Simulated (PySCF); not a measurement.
## Bonding in `CCC1=C[P@]1(=S)C(F)(F)F`

Compound: C5H6F3PS.
Numbering: `[CH3:1][CH2:2][C:3]1=[CH:4][P@:5]1(=[S:6])[C:7]([F:8])([F:9])[F:10]` (hydrogens: H11, H12, H13 on C1; H14, H15 on C2; H16 on C4)

Cartesian coordinates in Å at the PBE0-D3(BJ)/def2-SVP level; atoms count from 1:
```
atom  x, y, z in Å
C1    -2.558   -0.486    0.123
C2    -1.162   -0.743    0.665
C3    -0.152    0.222    0.187
C4     0.014    1.290   -0.600
P5     1.477    0.910    0.299
S6     2.411    1.817    1.716
C7     2.596   -0.114   -0.826
F8     3.393   -0.896   -0.109
F9     3.351    0.671   -1.589
F10    1.866   -0.891   -1.629
H11   -3.267   -1.237    0.501
H12   -2.924    0.507    0.425
H13   -2.572   -0.533   -0.976
H14   -0.806   -1.753    0.397
H15   -1.145   -0.717    1.768
H16   -0.541    1.956   -1.264
```

Bond orders from the PBE0/pcSseg-1 density (PySCF). Isolated species at its PBE0-D3(BJ)/def2-SVP geometry (one conformer only).

Task: Where do the orders between heavy atoms depart from those drawn in the SMILES?

Result: The largest departure is 0.494, at C3–C4 (drawn double, 1.506). Drawn single, order below 0.88: P5–C7 (0.792). Drawn double or triple, more than 0.30 short of the drawn order: C3–C4 (1.506).

Task: Set the Mayer orders of the bonds beside their lengths.

Result: 
```csv
bond,drawn as,length (Å),Mayer order
C1–C2,single,1.520,1.063
C2–C3,single,1.476,1.012
C3–C4,double,1.337,1.506
C4–P5,single,1.759,0.951
P5–S6,double,1.925,1.758
P5–C7,single,1.888,0.792
C7–F8,single,1.327,1.018
C7–F9,single,1.329,1.006
C7–F10,single,1.335,0.980
P5–C3,single,1.772,0.893
C1–H11,single,1.099,0.961
C1–H12,single,1.100,0.963
C1–H13,single,1.101,0.963
C2–H14,single,1.104,0.920
C2–H15,single,1.104,0.921
C4–H16,single,1.092,0.997
```

By pair of heavy elements: C–C: lowest C2–C3 (1.012, 1.476 Å), highest C3–C4 (1.506, 1.337 Å); in 1 of the 3 pairs the longer bond (by over 0.003 Å) has the higher order (by 0.02 or more). C–P: lowest P5–C7 (0.792, 1.888 Å), highest C4–P5 (0.951, 1.759 Å). C–F: lowest C7–F10 (0.980, 1.335 Å), highest C7–F8 (1.018, 1.327 Å).

Task: Sum the orders of all bonds at each heavy atom with more than one neighbour and set the sums beside the valence in the SMILES.

Result: C1 3.950 (drawn 4), C2 3.916 (drawn 4), C3 3.411 (drawn 4), C4 3.454 (drawn 4), P5 4.394 (drawn 5), C7 3.796 (drawn 4). Orders between atoms that aren't bonded are not in these sums.

Mayer orders depend on the basis set.

The run behind these numbers computed NMR shieldings as well. Time: 49 s wall (with the writing of density and orbital grids); peak memory 0.95 GiB. Hardware: one thread, Arm Neoverse V2 (aarch64), shared host with 96 logical CPUs at a one-minute load of 48.
